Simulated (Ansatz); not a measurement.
C$_{3}$H$_{5}$ClSi (`C=C=C([SiH3])Cl`) at its PBE0-D4/def2-TZVP geometry, where that method's forces vanish. Charge 0, multiplicity 1.

```xyz
10

C    -0.7135    1.9706   -0.7572
C    -0.0577    0.8585   -0.6129
C     0.5659   -0.2662   -0.4226
Si    0.1594   -1.4486    0.9641
Cl    1.8646   -0.7530   -1.4874
H    -0.3825    2.8843   -0.2736
H    -1.6074    2.0198   -1.3711
H    -0.2289   -2.7610    0.3893
H    -0.9588   -0.8747    1.7518
H     1.3589   -1.6295    1.8196
```

Q: What forces (eV/Å) does PBE-D4/def2-TZVPP give on these atoms in the Gaussian-basis code of Ansatz? (An estimate is asked.)

A: The calculation gave: 
```
C1  -0.161  0.272 -0.034
C2   0.004 -0.009  0.002
C3   0.051 -0.276  0.161
Si4  0.000 -0.004  0.004
Cl5  0.300 -0.138 -0.226
H6   0.046  0.225  0.094
H7  -0.205  0.047 -0.132
H8  -0.041 -0.143 -0.054
H9  -0.118  0.052  0.090
H10  0.125 -0.026  0.095
```
